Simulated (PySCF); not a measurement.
# Two-component Hartree-Fock for Hg⁺ (mercury, charge +1)

Start: [Xe] 4f14 5d9 6s1 7s1; 5d3/2 filled at m_j = -3/2, -1/2, +1/2, +3/2; 5d5/2 filled at m_j = -3/2, -1/2, +1/2, +3/2, +5/2; 6s1/2 filled at m_j = +1/2; 7s1/2 filled at m_j = +1/2. Calculated with PySCF 2.14 in x2c-TZVPall-2c with one added diffuse shell each of s, p, d type (12s12p11d2f, 117 functions): generalised Hartree-Fock with the X2C-1e Hamiltonian and a Gaussian nucleus; spin-orbit coupling (SO) screened by Boettger's factors. This is a chosen level, not necessarily the ground level.

| spinor shell | electrons | ε, screened SO (eV) | weight of nominal j (screened SO) | rms radius, screened SO (bohr) |
| --- | --- | --- | --- | --- |
| 1s1/2 | 2 | -83556.3 | 1.000 | 0.0187 |
| 2s1/2 | 2 | -14974.2 | 1.000 | 0.0755 |
| 2p1/2 | 2 | -14343.5 | 1.000 | 0.0639 |
| 2p3/2 | 4 | -12390.3 | 1.000 | 0.0720 |
| 3s1/2 | 2 | -3636.6 | 1.000 | 0.193 |
| 3p1/2 | 2 | -3353.6 | 1.000 | 0.184 |
| 3p3/2 | 4 | -2914.6 | 1.000 | 0.201 |
| 3d3/2 | 4 | -2451.7 | 1.000 | 0.176 |
| 4s1/2 | 2 | -851.27 | 1.000 | 0.424 |
| 4p1/2 | 2 | -728.88 | 1.000 | 0.429 |
| 4p3/2 | 4 | -621.39 | 1.000 | 0.463 |
| 4d3/2 | 4 | -421.17 | 1.000 | 0.475 |
| 4d5/2 | 6 | -400.37 | 1.000 | 0.486 |
| 5s1/2 | 2 | -156.73 | 1.000 | 0.968 |
| 4f5/2 | 6 | -139.97 | 0.999 | 0.526 |
| 4f7/2 | 8 | -135.73 | 0.999 | 0.527 |
| 5p1/2 | 2 | -114.58 | 0.999 | 1.05 |
| 5p3/2 | 4 | -94.579 | 0.999 | 1.14 |
| 5d3/2 | 4 | -35.323 | 0.958 | 1.48 |
| 5d5/2 | 5 | -32.735 | 0.966 | 1.53 |
| 6s1/2 | 1 | -23.020 | 0.998 | 2.63 |
| 7s1/2 | 1 | -6.950 | 0.999 | 6.45 |

(1) Where does 3d5/2 lie, and what is the 3d spin-orbit splitting (screened SO)?

```json
{"quantity": "E (hartree)", "screened SO": "-19638.78565"}
{"quantity": "M_J", "screened SO": "7/2"}
{"quantity": "⟨J²⟩", "screened SO": "15.761"}
{"quantity": "⟨L²⟩", "screened SO": "6.184"}
{"quantity": "⟨S²⟩", "screened SO": "3.933"}
```

Each row is a mean over spinors that exchange with the open shell spreads, by up to 5.114 eV (5p3/2).

Breit and QED terms are absent; they matter most for the inner s and p1/2 levels.

Densities and radii are taken from the X2C orbitals without a picture-change correction, which distorts them close to the nucleus.

Answers

(1) At -2358.0 eV, 93.684 eV above 3d3/2.
